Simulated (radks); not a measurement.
Values are calculated unless marked as measured or tabulated.
Valence configurations of the tungsten ion W2+ (all share [Xe]). Code: a radial shooting solver on a logarithmic mesh with Libxc functionals. Model: non-relativistic Kohn-Sham, PBE, spin-polarised, spherical densities, point nucleus; open shells are filled with parallel spins first (spin-orbit coupling, left out, can overturn this in heavy ions); relativity is left out, which matters for an element this heavy. Order these by energy: 4f14 5d2 6s2; 4f12 5d6; 4f13 5d4 6p1; 4f13.5 5d2.5 6s2; 4f14 5d4; 4f12 5d4 6s2; 4f13 5d5; 4f14 5d3 6s1; 4f11 5d6 6p1; 4f13 5d4 6s1.

Answer. From the lowest, in eV above it: 4f14 5d4 0.000; 4f14 5d3 6s1 4.304; 4f14 5d2 6s2 11.266; 4f13.5 5d2.5 6s2 31.336; 4f13 5d5 38.799; 4f13 5d4 6s1 44.474; 4f13 5d4 6p1 49.861; 4f12 5d6 88.945; 4f12 5d4 6s2 103.01; 4f11 5d6 6p1 158.20. NIST lists [Xe] 4f14 5d4 as the ground configuration; this level of theory agrees among the configurations tried. The energies are those of spherical high-spin densities, not of single terms. Relativity is left out, which favours d and f over s occupation in heavy atoms.
